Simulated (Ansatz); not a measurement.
The C2–H6 bond of CH6Sn (SMILES [CH3][SnH3]) is stretched (multiplicity 1, the rest rigid).
Geometry at rest (charge 0, multiplicity 1):
```xyz
8

Sn    -0.301     0.032    -0.006
C      1.844    -0.199     0.039
H     -0.976    -0.976    -1.217
H     -0.710     1.661    -0.350
H     -0.971    -0.399     1.511
H      2.099    -1.235     0.257
H      2.269     0.443     0.809
H      2.266     0.076    -0.927
```

Cores are frozen in the correlated methods. Filled d and f shells under p-block atoms count as core.

Codes used: Ansatz (Gaussian basis) for Hartree–Fock, density functionals and correlated methods. Values without a source in brackets are computed. In def2 rows elements past Kr take small-core potentials, without spin–orbit coupling.

FIC-MRCISD+Q on CASSCF(2,2)/def2-TZVPP, total energies (hartree):

```
R (Å)       CASSCF       MRCISD  weight c² of the reference
-----  -----------  -----------  --------------------------
1.089  -254.715962  -255.012194                     0.89322
1.905  -254.613786  -254.899472                     0.89178
3.484  -254.554518  -254.832590                     0.89335
```

Question: Add the Davidson correction (E_MRCISD − E_CASSCF)(1 − c²)/c² and give the energies above the first point at the three levels.

Answer: 
Corrections (hartree): -0.035413, -0.034668, -0.033196. Above the first point (kcal/mol):
- R = 1.905 Å: CASSCF 64.1, MRCISD 70.7, with the correction 71.2
- R = 3.484 Å: CASSCF 101.3, MRCISD 112.7, with the correction 114.1

Ansatz is a program for electronic structure.
